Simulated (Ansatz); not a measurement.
`C[Se][Al]([F])[Cl]` + `C#C` → `C#[C][Al]([F])[Cl]` + `C[SeH]`  (formal exchange of groups at the Al–Se bond)

Computed with Ansatz on PBE0-D4/def2-TZVP structures; ΔE is electronic, products minus reactants. CCSD(T)/CBS is the MP2 limit (def2-TZVPP, def2-QZVPP) plus CCSD(T) − MP2 in def2-TZVPP, frozen cores. This one scheme is used for every species. Functionals use def2-TZVPP. HSE06 is defined as in plane-wave codes. For Se outer-core shells are correlated without core-valence functions, which leaves a few kJ/mol of doubt a bond. Scalar relativity is left out up to krypton. Each species was taken in one conformer, which may not be the lowest.

Question: Is it downhill or uphill in electronic energy at CCSD(T)/CBS, and by how much? (Estimate.)

Answer: The calculation gave: Uphill: ΔE = +0.58 eV.

Question: What do these levels give: LDA (SPW92), r2SCAN-D4, HSE06-D4, CAM-B3LYP-D4, ωB97X-V, PBE-QIDH, BLYP, HSE06, RPA@PBE/def2-TZVPP, HF/def2-SVP, HF/def2-TZVPP, HF/CBS(def2)? (An estimate is asked.)

Answer: The calculation gave: LDA (SPW92) 0.60, r2SCAN-D4 0.55, HSE06-D4 0.60, CAM-B3LYP-D4 0.52, ωB97X-V 0.54, PBE-QIDH 0.57, BLYP 0.46, HSE06 0.56, RPA@PBE/def2-TZVPP 0.46, HF/def2-SVP 0.46, HF/def2-TZVPP 0.48, HF/CBS(def2) 0.47 eV.

Largest T1 diagnostic among the species: 0.013.

In def2-TZVPP, CCSD(T) changes the Hartree–Fock value by +0.04 eV (the triples alone add +0.01 eV) and MP2 by +0.08 eV. From BLYP to BHLYP (50 % exact exchange), in def2-TZVPP and without D4, ΔE moves by +0.04 eV. At CCSD(T), def2-SVP lies −0.08 eV from the extrapolated value and def2-TZVPP −0.06 eV.
